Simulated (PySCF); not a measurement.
SMILES [CH](/[Al]([OH])[OH])=C\[SiH2]N (GFN2-xTB optimised geometry):

```
15

Si    -2.640    -0.307     0.000
N     -3.384    -1.039     1.374
C     -0.745    -0.307     0.000
C      0.019    -0.824     0.960
Al     1.999    -0.795     0.902
O      2.726    -0.093    -0.399
O      2.785    -1.482     2.177
H     -3.118     1.079     0.000
H     -3.118    -1.079    -1.151
H     -3.302    -0.584     2.269
H     -3.304    -2.036     1.494
H     -0.250     0.151    -0.850
H     -0.465    -1.286     1.817
H      3.118     0.315    -1.156
H      3.277    -1.866     2.886
```

Computed with PySCF with B3LYP/def2-TZVP.

Problem. What are the frontier orbital energies and the dipole moment?

Solution. HOMO-2 -7.60 eV, HOMO-1 -7.39 eV, HOMO -6.78 eV, LUMO -0.85 eV, LUMO+1 -0.27 eV; dipole moment 2.11 D.

On the same geometry PBE/def2-TZVP (PySCF) gives HOMO-2 -6.54 eV, HOMO-1 -6.46 eV, HOMO -5.68 eV, LUMO -1.58 eV, LUMO+1 -0.79 eV; dipole moment 2.03 D.

Meta-Löwdin charges at B3LYP/def2-TZVP: Si1 0.77, N2 -0.74, C3 -0.34, C4 -0.38, Al5 1.13, O6 -0.80, O7 -0.80, H8 -0.13, H9 -0.13, H10 0.23, H11 0.23, H12 0.11, H13 0.10, H14 0.37, H15 0.37.
